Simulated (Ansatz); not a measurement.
`O[SiH](F)[AlH2]` → `[OH][AlH2]` + `F[SiH]` at 400 K and 1 bar (silylene formation by 1,1-elimination).

Isolated molecules relaxed with PBE0-D4/def2-TZVP in Ansatz; ΔE leaves out vibrations. CCSD(T)/CBS adds triple-zeta CCSD(T) − MP2 to the extrapolated MP2 energy (def2 sets, frozen cores). This one scheme is used for every species. Each species was taken in one conformer, which may not be the lowest.

```csv
species,CCSD(T)/CBS energy (Eh),H − E (kJ/mol),S (J/(mol·K))
`O[SiH](F)[AlH2]`,-708.55508,135.4,378.2
`[OH][AlH2]`,-319.03157,88.7,271.1
`F[SiH]`,-389.46371,36.4,250.8
```

H − E and S are ideal-gas, rigid-rotor, harmonic terms from PBE0-D4/def2-TZVP, for one conformer and one mirror image of each species. 1 Eh = 2625.50 kJ/mol, R = 8.31446 J/(mol·K).

By hand: ΔE, ΔH, ΔS and ΔG.

ΔE = (-319.03157) + (-389.46371) − (-708.55508) = 0.05980 Eh = 157.0 kJ/mol. Δ(H − E) = 88.7 + 36.4 − 135.4 = -10.3, so ΔH = 146.7 kJ/mol. ΔS = 271.1 + 250.8 − 378.2 = 143.7 J/(mol·K). ΔG = 146.7 − 400 × (143.7)/1000 = 89.2 kJ/mol.

By hand: the equilibrium constant, and the temperature at which ΔG would vanish if ΔH and ΔS stayed fixed.

log₁₀ K = −ΔG/(RT ln 10) = -11.6. ΔG = 0 at ΔH/ΔS = 1021 K.

The number of gas molecules changes by +1, which sets the sign of ΔS. A doubt of 5 kJ/mol in ΔE shifts log₁₀ K by 0.7 here. Other conformers and mirror images would add mixing entropy, several J/(mol·K) or more a flexible species. Modes under 60 cm⁻¹, often nearly free rotors, make the harmonic entropy too high. These are equilibria of isolated gas molecules and say nothing of rates. Largest T1 diagnostic: 0.015 (customary marks: 0.02 for closed shells, 0.045 for open ones).
